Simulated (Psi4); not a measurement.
Method: SAPT0/jun-cc-pVDZ, frozen core (Psi4).

Psi4 input:

```
molecule {
0 1
C -1.20882729 0.45463934 -0.00406437
C -0.06043657 -0.47437278 -0.38911501
C 1.25367631 -0.10260768 0.29282077
H -1.38716451 0.43120096 1.07391228
H -0.98482018 1.48875536 -0.27758879
H -2.13838140 0.17217201 -0.50184630
H -0.32445936 -1.50486662 -0.13346753
H 0.07469397 -0.45566633 -1.47464059
H 1.55844903 0.91316245 0.02877699
H 2.06115549 -0.77832934 0.00466395
H 1.15611451 -0.14408738 1.38054859
--
0 1
Se -0.41285813 -1.38819323 3.52120193
H -0.77859387 -2.06143328 2.26616588
H -1.16209892 -2.37803567 4.30922501
units angstrom
symmetry c1
no_reorient
no_com
}
set basis jun-cc-pvdz
set scf_type df
set freeze_core true
energy('sapt0')
```

Part of the output:

```
    SAPT Results
  --------------------------------------------------------------------------------------------------------
    Electrostatics                 -1.52510254 [mEh]      -0.95701629 [kcal/mol]      -4.00415616 [kJ/mol]
      Elst10,r                     -1.52510254 [mEh]      -0.95701629 [kcal/mol]      -4.00415616 [kJ/mol]

    Exchange                        5.11973157 [mEh]       3.21268006 [kcal/mol]      13.44185339 [kJ/mol]
      Exch10                        5.11973157 [mEh]       3.21268006 [kcal/mol]      13.44185339 [kJ/mol]
      Exch10(S^2)                   5.11116278 [mEh]       3.20730306 [kcal/mol]      13.41935602 [kJ/mol]

    Induction                      -0.68479692 [mEh]      -0.42971656 [kcal/mol]      -1.79793407 [kJ/mol]
      Ind20,r                      -1.99110451 [mEh]      -1.24943694 [kcal/mol]      -5.22764417 [kJ/mol]
      Exch-Ind20,r                  1.73666590 [mEh]       1.08977430 [kcal/mol]       4.55961569 [kJ/mol]
      delta HF,r (2)               -0.43035831 [mEh]      -0.27005392 [kcal/mol]      -1.12990559 [kJ/mol]

    Dispersion                     -3.56658519 [mEh]      -2.23806600 [kcal/mol]      -9.36406814 [kJ/mol]
      Disp20                       -3.93275408 [mEh]      -2.46784044 [kcal/mol]     -10.32544441 [kJ/mol]
      Exch-Disp20                   0.36616888 [mEh]       0.22977444 [kcal/mol]       0.96137627 [kJ/mol]
      Disp20 (SS)                  -1.96637704 [mEh]      -1.23392022 [kcal/mol]      -5.16272220 [kJ/mol]
      Disp20 (OS)                  -1.96637704 [mEh]      -1.23392022 [kcal/mol]      -5.16272220 [kJ/mol]
      Exch-Disp20 (SS)              0.19617452 [mEh]       0.12310137 [kcal/mol]       0.51505612 [kJ/mol]
      Exch-Disp20 (OS)              0.16999437 [mEh]       0.10667308 [kcal/mol]       0.44632015 [kJ/mol]

  Total HF                          2.90983211 [mEh]       1.82594722 [kcal/mol]       7.63976316 [kJ/mol]
  Total SAPT0                      -0.65675308 [mEh]      -0.41211878 [kcal/mol]      -1.72430498 [kJ/mol]
```
